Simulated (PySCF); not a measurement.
Working out the electron affinity of Zr

Zr⁻ [Kr] 4d3 5s2 (4F) → Zr [Kr] 4d2 5s2 (3F). Computed with PySCF 2.14 in def2-TZVPPD with the def2 core potential (28 electrons) (6s4p3d2f1g, 56 functions), with a scalar-relativistic core potential. Frozen: 4s2 4p6. Energies in hartree (1 hartree = 27.21139 eV):

```tsv
part	Zr⁻ (lower)	Zr (upper)
UHF	-46.423875	-46.444549
CCSD correlation	-0.078621	-0.057077
(T)	-0.006017	-0.002943
```

Problem. What does Hartree-Fock give?

Solution. (-46.444549) − (-46.423875) = -0.020674 hartree = -0.563 eV.

Problem. What do CCSD and CCSD(T) give?

Solution. The CCSD correlation energies differ by 0.021544 hartree = 0.586 eV and the triples by 0.003074 hartree = 0.084 eV, so CCSD gives 0.023 eV and CCSD(T) 0.107 eV.

Reference: 0.433 eV (measured; photodetachment measurements, as compiled on the Wikipedia data page of electron affinities), between the lowest levels; spin-orbit coupling is absent from the calculation.

The coupled-cluster amplitudes are large, so a single reference is strained.

What remains against the reference includes basis incompleteness, the frozen core and higher excitations.
